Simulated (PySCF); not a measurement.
This script is equivalent to a calculation on K (potassium, neutral).

```python
from pyscf import gto, scf, dft, mp, cc
import basis_set_exchange as bse
mol = gto.M(atom="K 0 0 0", charge=0, spin=1, symmetry="D2h",
            basis=gto.basis.parse(bse.get_basis("dyall-acv3z", elements=["K"], fmt="nwchem")))
mf = dft.UKS(mol, xc="PBE")
mf.irrep_nelec = {'Ag': (4, 3), 'B1u': (2, 2), 'B2u': (2, 2), 'B3u': (2, 2)}
mf.kernel()
```

(1) What total energy does it give?

(2) Which occupied shell lies highest, and where?

(3) What is ⟨S²⟩, and what would a pure spin state give?

Answers

(1) -599.710 hartree (calculated).

(2) 4s α, at -2.533 eV.

(3) 0.750, against 0.75.
